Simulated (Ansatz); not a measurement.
The same atomization along the group C, Si, Ge.

Program: Ansatz. Geometries: PBE0-D4/def2-TZVP. ΔE: electronic, gas phase. CBS: MP2 limit from def2 TZ/QZ plus the TZ coupled-cluster correction, frozen cores. Small cases extrapolate CCSD(T) itself. For atomizations the MP2-based limit and the directly extrapolated one differ by several kJ/mol either way, and by 10 to 25 for some Ge, Se and Sn compounds, so smaller differences from it don't rank the levels. Functionals use def2-TZVPP. Open shells (•) are unrestricted, without spin–orbit coupling. Spin–orbit coupling would lower the free atoms: a little for C, F, S, Si; clearly for Ge. For Ge outer-core shells are correlated without core-valence functions, so the limit isn't a true one: a few kJ/mol of doubt a bond, and 10 to 20 or more in all where bonds break to atoms. Scalar relativity is left out up to krypton. One conformer a species, not always the lowest.

```json
{"reaction": "`CSCF` → F• + 2 C• + 5 H• + S•", "ωB97X-V (kcal/mol)": "778.7", "CCSD(T)/CBS(def2) (kcal/mol)": "775.9"}
{"reaction": "`F[SiH2]S[SiH3]` → F• + 2 Si• + 5 H• + S•", "ωB97X-V (kcal/mol)": "697.0", "CCSD(T)/CBS(def2) (kcal/mol)": "694.8"}
{"reaction": "`[F][GeH2][S][GeH3]` → F• + 2 Ge• + 5 H• + S•", "ωB97X-V (kcal/mol)": "619.8", "CCSD(T)/CBS(def2) (kcal/mol)": "617.1"}
```

Largest T1 diagnostic: 0.012, for Si•.

Extrapolated directly: `F[SiH2]S[SiH3]` → F• + 2 Si• + 5 H• + S•.
